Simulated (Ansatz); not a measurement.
AlH6NOSi (`[OH][AlH][NH][SiH3]`). The species carries charge 0 and has multiplicity 1.

```xyz
10

O    -0.698    2.073    0.495
Al   -0.817    0.523    1.167
N    -0.026   -0.802    0.288
Si    0.879   -0.798   -1.183
H    -1.086    2.851    0.889
H    -1.590    0.236    2.513
H    -0.118   -1.714    0.717
H     0.925    0.595   -1.690
H     0.259   -1.674   -2.217
H     2.271   -1.290   -0.979
```

(1) What are the harmonic wavenumbers in cm⁻¹ at PBE0-D4/def2-TZVP (Ansatz, finite differences of forces, unscaled)? (An estimate is asked.)

(2) Is this a minimum?

(3) Give the ideal-gas thermochemistry at 298.15 K and 1 bar (rigid rotor, harmonic oscillator; point group Cs, symmetry number 1).

(4) And at 400, 500, 600, 800 and 1000 K?

## Answers

(1) Computed: 60, 112, 126, 282, 316, 427, 515, 559, 584, 682, 717, 751, 873, 940, 946, 960, 992, 1143, 1951, 2192, 2203, 2249, 3588, 3975.

(2) Yes, all 24 modes are real.

(3) Zero-point energy 162.4 kJ/mol; H(298) − E = 184.0 kJ/mol; entropy 349.3 J/(mol·K), of which translation 165.1, rotation 110.6, vibration 73.5; G(298) − E = 79.9 kJ/mol. Modes under 100 cm⁻¹ are hindered rotations or soft bends, so the harmonic entropy is rough.

(4) 
| T (K) | H − E (kJ/mol) | S (J/mol/K) | G − E (kJ/mol) |
| --- | --- | --- | --- |
| 400 | 196.6 | 385.4 | 42.4 |
| 500 | 210.7 | 416.9 | 2.3 |
| 600 | 226.2 | 445.1 | -40.8 |
| 800 | 260.1 | 493.7 | -134.9 |
| 1000 | 296.9 | 534.7 | -237.8 |
